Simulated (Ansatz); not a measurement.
Program: Ansatz. Geometries: PBE0-D4/def2-TZVP. ΔE: electronic, gas phase. CCSD(T)/CBS adds triple-zeta CCSD(T) − MP2 to the extrapolated MP2 energy (def2 sets, frozen cores). This one scheme is used for every species. DFT in def2-TZVPP. B3LYP here is the variant with VWN-RPA as its local correlation; programs differ in this. HSE06 is defined as in plane-wave codes. def2 core potentials past Kr. For Sn outer-core shells are correlated without core-valence functions, which leaves a few kJ/mol of doubt a bond. One conformer a species, not always the lowest.

`[OH][SnH]([F])[F]` + CH₄ → `[CH3][SnH]([OH])[F]` + H–F  (formal exchange of groups at the Sn–F bond)

```tsv
level	ΔE (kcal/mol)	difference from CCSD(T)/CBS
BLYP-D4	19.2	3.7
r2SCAN-D4	19.0	3.5
B3LYP-D4	18.2	2.7
r2SCAN0-D4	17.3	1.8
HSE06-D4	15.8	0.3
ωB97X-V	18.4	2.9
B2PLYP	18.4	2.9
PBE	17.8	2.3
r2SCAN	19.3	3.8
B3LYP	19.4	3.9
r2SCANh	18.5	3.0
HSE06	16.5	1.0
BHLYP	19.2	3.7
HF/def2-SVP	20.0	4.5
MP2/def2-QZVPP	14.8	-0.7
HF/CBS(def2)	21.6	6.1
CCSD(T)/CBS	15.5	0
```

Largest T1 diagnostic among the species: 0.015.

From r2SCAN to r2SCAN0 (25 % exact exchange), in def2-TZVPP and without D4, ΔE moves by −1.7 kcal/mol. Leaving LDA and LC-ωPBE aside and taking each functional with its dispersion term where it has one, the values, not all of them listed here, spread over 5.9 kcal/mol, from PBE-QIDH to B97M-V. LDA lies −2.7 kcal/mol from PBE without D4. In def2-TZVPP, CCSD(T) changes the Hartree–Fock value by −5.5 kcal/mol (the triples alone add −0.2 kcal/mol) and MP2 by −6.3 kcal/mol.
